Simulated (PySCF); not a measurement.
# Relaxation of doublet [Ca3S]+

Method: UPBE0/[S def2-SVP, Ca def2-SVP], no relativity, density fitting, PySCF. A (50,194) grid was used.

A start at or just off a symmetric point, pushed along the force that breaks its symmetry, of Cs symmetry, free to break it:

```xyz
4
charge 1 multiplicity 2, angstrom
S    -0.0024    0.0000   -0.8810
Ca    2.3294    0.0000    0.2349
Ca   -1.1637    2.0461    0.2350
Ca   -1.1638   -2.0461    0.2350
```

(1) What does it relax to?

(2) How much energy is released, and in how many steps?

Results:

(1) It ends at Cs with Ca–Ca 3.565 Å (×2), S–Ca 2.571 Å (×2), S–Ca 2.642 Å; Ca–Ca–Ca 90.4°, Ca–Ca–S 46.0° (×2), Ca–Ca–S 47.7° (×2), Ca–S–Ca 86.3° (×2), Ca–S–Ca 159.1° (after a last refinement on a finer grid). A frequency run shows a minimum. Other isomers or separated fragments may lie lower.

(2) 26.2 kJ/mol in 16 steps.

The relaxation took about 2.3 core-minutes on a shared host.
